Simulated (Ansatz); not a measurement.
System: sum formula HSiO, charge 1, multiplicity 1. It need not be the lowest isomer of its formula. 
Coordinates optimised at B3LYP-D3(BJ)/def2-TZVP (Ansatz, a program for electronic structure):
```xyz
3

O      0.0000     0.0000    -0.8973
Si     0.0000     0.0000     0.6459
H      0.0000     0.0000    -1.8643
```
Charge +1, spin multiplicity 1.

Total electronic energies in hartree. Valence correlation only, unless marked. Spin-orbit coupling is left out. Non-relativistic. Basis-set limits of correlation are two-point, X^-3; Hartree-Fock from the larger set (for Q and 5 zeta extrapolated as (X+1)exp(-9√X)). [CCSD(T)-MP2]/basis is that difference in the basis named.

| level | program | energy (Eh) |
|---|---|---|
| HF/cc-pVTZ | Ansatz | -364.17302 |
| RI-HF/def2-QZVPPD | Ansatz | -364.18683 |
| PBE0/STO-3G | Ansatz | -360.50073 |
| r2SCAN0/def2-TZVPD | Ansatz | -364.99272 |
| LC-wPBE-D4/def2-TZVPD | Ansatz + dftd4 | -364.93092 |
| B2PLYP-D3(BJ)/def2-TZVPD | Ansatz + dftd3 | -364.91964 |
| MP2/cc-pV(D+d)Z | Ansatz | -364.38351 |
| SCS-MP2/6-31G* | Ansatz | -364.34166 |
| SCS-MP2/cc-pVTZ | Ansatz | -364.48336 |
| CCSD/def2-SVPD | Ansatz | -364.25214 |
| CCSD/aug-cc-pV(T+d)Z | Ansatz | -364.50760 |
| CCSD/def2-QZVPP | Ansatz | -364.53165 |
| RI-MP2/CBS(cc-pV(T+d)Z,cc-pV(Q+d)Z)+[CCSD(T)-MP2]/cc-pV(Q+d)Z | Ansatz | -364.5618 |
| RI-MP2/CBS(def2-TZVPP,def2-QZVPP)+[CCSD(T)-MP2]/def2-QZVPP | Ansatz | -364.5635 |
| CCSD(T)/CBS(cc-pV(Q+d)Z,cc-pV(5+d)Z) | Ansatz | -364.5633 |

Totals of different functionals don't rank their quality; only differences between species are comparable.
